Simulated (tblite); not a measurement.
Compound: C5H2BrN2P.
Atom-mapped SMILES: `[N:1]#[C:2][c:3]1[cH:4][p:5][cH:6][c:7]([Br:8])[n:9]1` (hydrogens: H10 on C4; H11 on C6)

Computed with GFN2-xTB (tblite), gas phase: L-BFGS steps from a force-field or distance-geometry start until the largest atomic force falls under 0.01 eV/Å.

At the end of the run (lengths in Å): C4–P5 1.738, P5–C6 1.736, C7–N9 1.307, C3–N9 1.328, C7–Br8 1.918, C2–C3 1.427, C4–H10 1.082, C4–C3–N9 126.1°, C4–P5–C6 99.1°, C3–C4–P5 123.5°, C6–C7–Br8 118.2°.

**Question.** These geometries were met on the way; a selection of coordinates is given. Order them by energy above the end point, lowest first.
A. C4–P5 1.735, P5–C6 1.727, C7–N9 1.306, C3–N9 1.331, C7–Br8 1.946, C2–C3 1.444, C4–H10 1.102, C4–C3–N9 125.4°, C4–P5–C6 101.5°, C3–C4–P5 122.0°, C6–C7–Br8 117.1°
B. C4–P5 1.746, P5–C6 1.741, C7–N9 1.306, C3–N9 1.331, C7–Br8 1.934, C2–C3 1.431, C4–H10 1.085, C4–C3–N9 125.5°, C4–P5–C6 100.8°, C3–C4–P5 122.3°, C6–C7–Br8 117.0°
C. C4–P5 1.843, P5–C6 1.840, C7–N9 1.357, C3–N9 1.360, C7–Br8 1.916, C2–C3 1.453, C4–H10 1.082, C4–C3–N9 129.2°, C4–P5–C6 98.5°, C3–C4–P5 121.2°, C6–C7–Br8 116.4°
D. C4–P5 1.740, P5–C6 1.736, C7–N9 1.305, C3–N9 1.328, C7–Br8 1.923, C2–C3 1.425, C4–H10 1.079, C4–C3–N9 125.5°, C4–P5–C6 100.2°, C3–C4–P5 122.9°, C6–C7–Br8 117.5°
E. C4–P5 1.784, P5–C6 1.783, C7–N9 1.315, C3–N9 1.345, C7–Br8 1.931, C2–C3 1.454, C4–H10 1.106, C4–C3–N9 126.7°, C4–P5–C6 99.9°, C3–C4–P5 121.7°, C6–C7–Br8 116.3°

**Answer.** D (0.007 eV), B (0.017 eV), A (0.043 eV), E (0.154 eV), C (0.417 eV).

```
step  E above end (eV)  rms distance from the end, all atoms (Å)  largest force (eV/Å)  rms shift of all bonds from the end (Å)
   6             0.007                                     0.016                 0.258                                    0.003
   5             0.017                                     0.024                 0.278                                    0.006
   3             0.043                                     0.030                 1.190                                    0.013
   1             0.154                                     0.046                 1.696                                    0.026
   0             0.417                                     0.060                 3.086                                    0.049
```

Rows stand in the order of the answer.
